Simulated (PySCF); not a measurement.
Computed spin Hamiltonian

C4H10NSSi (doublet state).
Structure used (GFN2-xTB), in Å, numbered top down from 1:
```
atom  x, y, z in Å
C1    -1.733    1.105    1.202
Si2   -1.063   -0.511    0.465
C3    -1.142   -0.527   -1.440
C4     0.752   -0.845    1.066
C5     1.601    0.111    0.337
N6     2.127   -0.300   -0.838
S7     1.800    1.676    0.823
H8    -1.938    1.017    2.264
H9    -0.993    1.895    1.076
H10   -2.649    1.419    0.710
H11   -0.544    0.284   -1.853
H12   -2.162   -0.394   -1.789
H13   -0.773   -1.459   -1.859
H14    1.054   -1.873    0.872
H15    0.800   -0.653    2.134
H16    2.719    0.337   -1.345
H17    2.136   -1.272   -1.095
```

The hyperfine couplings belong to this conformer and change with its torsions.

As a line formula: `C[Si](C)CC(N)=S` [radical].

Method: UKS B3LYP, pcH-1 on C H N S Si, non-relativistic, mean-field spin-orbit, GIAO in PySCF. The structure is a single GFN2-xTB conformer in the gas phase; no vibrational or solvent corrections. The geometry wasn't refined by DFT: couplings that depend on bond lengths, twists or pyramidal angles can differ widely from those at the functional's own minimum, by a factor of two or more for some ions and for spin on atoms past the first row. Stability of the SCF solution: not tested.

| Property | Result |
| --- | --- |
| g1, g2, g3 | 2.00365, 2.00423, 2.00596 |
| g_iso | 2.00461 |
| Form of g | rhombic: the two nearest values differ by 25 % of g3 − g1 |
| ⟨S²⟩ | 0.7521 (exact 0.7500) |
| α and β electrons | 36, 35 |
| HOMO–LUMO gap, α and β orbitals | 4.40, 3.27 eV |
| Total energy | -900.90884 Eh |
| Basis functions | 295 |

Hyperfine couplings atom by atom, in mT; T1 to T3 are the principal values of the dipolar part; ρ(0) is the spin density at the nucleus (MHz turned into mT with g_iso):

| atom | isotope | a_iso | of which spin–orbit | T1 | T2 | T3 | Mulliken spin population | ρ(0) (bohr⁻³) |
| --- | --- | --- | --- | --- | --- | --- | --- | --- |
| C1 | 13C | 1.21 | 0.00 | -0.17 | -0.15 | 0.32 | 0.00 | 0.0303 |
| Si2 | 29Si | -16.83 | 0.04 | -5.74 | 2.86 | 2.88 | 0.90 | 0.5325 |
| C3 | 13C | 1.16 | 0.00 | -0.15 | -0.14 | 0.28 | 0.00 | 0.0291 |
| C4 | 13C | 0.82 | 0.00 | -0.12 | -0.10 | 0.22 | -0.01 | 0.0205 |
| C5 | 13C | 0.94 | 0.00 | -0.14 | -0.06 | 0.20 | 0.00 | 0.0234 |
| N6 | 14N | -0.01 | 0.00 | -0.01 | 0.00 | 0.02 | 0.00 | -0.0007 |
| S7 | 33S | 0.03 | 0.00 | -0.18 | -0.16 | 0.34 | 0.05 | 0.0024 |
| H8 | 1H | 0.25 | 0.00 | -0.16 | -0.10 | 0.26 | 0.00 | 0.0015 |
| H9 | 1H | 1.82 | 0.00 | -0.15 | 0.01 | 0.14 | 0.03 | 0.0114 |
| H10 | 1H | -0.11 | 0.00 | -0.15 | -0.07 | 0.21 | 0.00 | -0.0007 |
| H11 | 1H | 1.90 | 0.00 | -0.14 | 0.00 | 0.14 | 0.03 | 0.0119 |
| H12 | 1H | 0.03 | 0.00 | -0.15 | -0.08 | 0.24 | 0.00 | 0.0002 |
| H13 | 1H | 0.06 | 0.00 | -0.15 | -0.09 | 0.24 | 0.00 | 0.0004 |
| H14 | 1H | 0.37 | 0.00 | -0.15 | -0.09 | 0.23 | 0.00 | 0.0023 |
| H15 | 1H | -0.05 | 0.00 | -0.13 | -0.08 | 0.21 | 0.00 | -0.0003 |
| H16 | 1H | -0.01 | 0.00 | -0.03 | -0.02 | 0.05 | 0.00 | -0.0001 |
| H17 | 1H | -0.01 | 0.00 | -0.04 | -0.02 | 0.07 | 0.00 | -0.0001 |

The largest Mulliken spin population is on Si2 (+0.90). The angles at Si2 add up to 333.5°, so it is pyramidal.

Axes: g2 points within 8° of the Si2–C4 bond.

Under fast tumbling the dipolar parts average out, and these isotropic splittings remain: 6 × 1H (H8 (×6), I = 1/2, 7 lines) with 0.66 mT and 2 × 1H (H14/H15, I = 1/2, 3 lines) with 0.16 mT.

Means are taken over nuclei equivalent by connectivity, which assumes that they swap fast. H16 and H17 aren't averaged: N6 is flat or nearly so (angle sum 358°), and its turn about the short N6–C5 bond (1.35 Å) is taken as slow. The six 1H nuclei of mean +18.4 MHz run from -3.0 to 53.2 MHz in the frozen geometry. The 1H value of +4.5 MHz is a mean of couplings from -1.3 to 10.3 MHz in this one geometry, not an average over conformers.

The 13C coupling of C1/C3 (mean 33.4 MHz) shows only in satellite lines or after enrichment, since that isotope makes up about 1.07 % of natural carbon.

The 29Si coupling of Si2 (-472.2 MHz) shows only in satellite lines or after enrichment, since that isotope makes up about 4.7 % of natural silicon.
